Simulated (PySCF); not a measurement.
**H9NSi3: calculation against experiment**

**Measured values to compare with.**

Beach, A photoelectron spectroscopic study of bonding in inorganic and organometallic compounds, PhD thesis, LBL 1985 lists, for the gas: N 1s binding energy of N2 403.91 eV.

The runs below try to reproduce these values; the comparison stands at the end.

Compound: H9NSi3.
Numbering: `[SiH3:1][N:2]([SiH3:3])[SiH3:4]` (hydrogens: H5, H6, H7 on Si1; H8, H9, H10 on Si3; H11, H12, H13 on Si4)

Cartesian coordinates in Å at the PBE0-D3(BJ)/def2-SVP level; atoms count from 1:
```
atom  x, y, z in Å
Si1    0.3558    1.7031   -0.1627
N2    -0.0002    0.0025    0.0746
Si3   -1.6442   -0.5145    0.4016
Si4    1.2870   -1.1872    0.0087
H5    -0.3620    2.2572   -1.3510
H6    -0.0256    2.5156    1.0326
H7     1.8295    1.8203   -0.3860
H8    -2.5084    0.7043    0.3517
H9    -2.1220   -1.4980   -0.6175
H10   -1.7672   -1.1490    1.7497
H11    0.6738   -2.5162    0.3146
H12    1.9204   -1.2403   -1.3441
H13    2.3543   -0.8969    1.0138
```

Runs made with PySCF (gas phase, on this PBE0-D3(BJ)/def2-SVP geometry; non-relativistic but for the core-level run):

| level | job | basis functions | wall time |
| --- | --- | --- | --- |
| delta-SCF UKS SCAN, pcX-2 on the ionised atom, pcseg-1 elsewhere, spin-free X2C | ΔSCF core ionisation, 3 holes | 155 | 16 s |

Hardware: an Arm Neoverse V1 with one thread (shared host).

**Comparison with experiment**

**Core binding energies.** Delta-SCF UKS SCAN, pcX-2 on the ionised atom, pcseg-1 elsewhere, spin-free X2C in PySCF.

```tsv
level and atom	computed (eV)	measured (eV)	computed − measured (eV)
N 1s, N2	403.90	403.91	-0.01
```

Sources, in the order of the opening: Beach, A photoelectron spectroscopic study of bonding in inorganic and organometallic compounds, PhD thesis, LBL 1985. The computed values are vertical, without vibrational structure; measured positions hang on the energy calibration. 

No measured geometry was used, and the causes of the misses weren't examined.
